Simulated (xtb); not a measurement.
xtb input (GFN1-xTB):

```bash
xtb mol.xyz --gfn 1 --sp --chrg 0 --uhf 0
```
mol.xyz:
```
4

Si     0.12238160    -0.03851117    -0.02483464
O      1.53146133    -0.48192189    -0.31077621
F     -0.69871585    -0.24613641     1.29774620
F     -0.85295447     0.73441769    -0.98286902
```

End of the output:

```
         :::::::::::::::::::::::::::::::::::::::::::::::::::::
         ::                     SUMMARY                     ::
         :::::::::::::::::::::::::::::::::::::::::::::::::::::
         :: total energy             -17.017270318781 Eh    ::
         :: gradient norm              0.011788306576 Eh/a0 ::
         :: HOMO-LUMO gap              5.984845976906 eV    ::
         ::.................................................::
         :: SCC energy               -17.087744648825 Eh    ::
         :: -> electrostatic           0.047593587667 Eh    ::
         :: repulsion energy           0.071193714072 Eh    ::
         :: dispersion energy         -0.000719384028 Eh    ::
         :: halogen bond corr.         0.000000000000 Eh    ::
         :: add. restraining           0.000000000000 Eh    ::
         :: total charge               0.000000000000 e     ::
         :::::::::::::::::::::::::::::::::::::::::::::::::::::

           -------------------------------------------------
          |                Property Printout                |
           -------------------------------------------------

    * Orbital Energies and Occupations

         #    Occupation            Energy/Eh            Energy/eV
      -------------------------------------------------------------
         1        2.0000           -0.8794052             -23.9298
         2        2.0000           -0.8790868             -23.9212
         3        2.0000           -0.7584553             -20.6386
         4        2.0000           -0.6237984             -16.9744
         5        2.0000           -0.6014866             -16.3673
         6        2.0000           -0.5934323             -16.1481
         7        2.0000           -0.5906145             -16.0714
         8        2.0000           -0.5834245             -15.8758
         9        2.0000           -0.5657762             -15.3956
        10        2.0000           -0.5516409             -15.0109
        11        2.0000           -0.5457583             -14.8508
        12        2.0000           -0.5375384             -14.6272 (HOMO)
        13                         -0.3175993              -8.6423 (LUMO)
        14                         -0.2194159              -5.9706
        15                         -0.0206888              -0.5630
        16                          0.0023311               0.0634
Note: The following floating-point exceptions are signalling: IEEE_DENORMAL
normal termination of xtb
        17                          0.0485795               1.3219
        18                          0.1450457               3.9469
        19                          0.2932818               7.9806
        20                          0.8696009              23.6630
        21                          1.3434625              36.5575
      -------------------------------------------------------------
                  HL-Gap            0.2199390 Eh            5.9848 eV
             Fermi-level           -0.4275689 Eh          -11.6347 eV

  Mulliken/CM5 charges         n(s)   n(p)   n(d)
     1Si    0.73062  0.68402   0.861  1.196  1.212
     2O    -0.39349 -0.39666   1.673  4.720  0.000
     3F    -0.16857 -0.14368   1.759  5.409  0.000
     4F    -0.16857 -0.14368   1.759  5.409  0.000

Wiberg/Mayer (AO) data.
largest (>0.10) Wiberg bond orders for each atom

 ---------------------------------------------------------------------------
     #   Z sym  total        # sym  WBO       # sym  WBO       # sym  WBO
 ---------------------------------------------------------------------------
     1  14 Si   4.931 --     2 O    2.287     3 F    1.322     4 F    1.322
     2   8 O    2.392 --     1 Si   2.287
     3   9 F    1.409 --     1 Si   1.322
     4   9 F    1.409 --     1 Si   1.322
 ---------------------------------------------------------------------------

Topologies differ in total number of bonds
Writing topology from bond orders to xtbtopo.mol

 dipole moment from electron density (au)
     X       Y       Z
  -1.1219   0.3530   0.2277  total (Debye):    3.045

           -------------------------------------------------
          | TOTAL ENERGY              -17.017270318781 Eh   |
          | GRADIENT NORM               0.011788306576 Eh/α |
          | HOMO-LUMO GAP               5.984845976906 eV   |
           -------------------------------------------------

------------------------------------------------------------------------
------------------------------------------------------------------------
 total:
 SCF:
```
